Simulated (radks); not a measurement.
Results of a calculation; reference values are marked as such.
Task: Radial electron density D(r) = 4 pi r^2 rho(r) of an atom or ion with 26 electrons. Level of theory: scalar-relativistic Kohn-Sham, r2SCAN, spin-polarised, spherical densities, finite nucleus; meta-GGA in the generalised Kohn-Sham scheme; Fermi nuclear charge, rms radius of each element as measured or else 0.836 A^(1/3) + 0.57 fm (a radial shooting solver on a logarithmic mesh with Libxc functionals).

```
   r/bohr * D(r) (the largest magnitude, 38.3, reaches the edge; | marks zero)
  0.00453 |    *
  0.00519 |     *
 0.005899 |      *
 0.006758 |        *
 0.007681 |          *
   0.0088 |             *
     0.01 |               *
  0.01146 |                   *
  0.01313 |                       *
  0.01492 |                          *
  0.01709 |                               *
  0.01943 |                                   *
  0.02226 |                                       *
   0.0253 |                                          *
  0.02898 |                                             *
  0.03321 |                                               *
  0.03774 |                                                *
  0.04324 |                                               *
  0.04914 |                                             *
   0.0563 |                                           *
  0.06399 |                                        *
  0.07331 |                                      *
  0.08399 |                                     *
  0.09546 |                                       *
   0.1094 |                                          *
   0.1243 |                                               *
   0.1424 |                                                   *
   0.1619 |                                                      *
   0.1854 |                                                      *
   0.2125 |                                                  *
   0.2415 |                                           *
   0.2766 |                                  *
   0.3144 |                           *
   0.3602 |                       *
   0.4094 |                      *
   0.4691 |                        *
   0.5374 |                           *
   0.6108 |                            *
   0.6998 |                           *
   0.7953 |                        *
   0.9112 |                   *
    1.036 |             *
    1.186 |         *
    1.359 |     *
    1.545 |   *
     1.77 |  *
    2.012 | *
    2.305 |*
     2.62 |*
    3.001 *
    3.438 *
    3.908 *
    4.477 *
    5.089 *
     5.83 *
    6.626 *
```

What is the nuclear charge?

Result: Z = 28. The innermost maximum, from 1s, lies near gamma/Z bohr with gamma = sqrt(1 - (Z/c)^2) = 0.979, here 0.035 bohr (found: 0.0377), and its height grows with Z. The density is that of the nickel ion Ni2+ in [Ar] 3d7 4s1; the configuration itself is not fixed sharply by these data, and Z only to about a unit. D(r) has 3 maxima, at r = 0.0377, 0.171, 0.626 bohr, and minima at 0.0813, 0.397 bohr, inside which lie 2.10, 10.77 electrons.
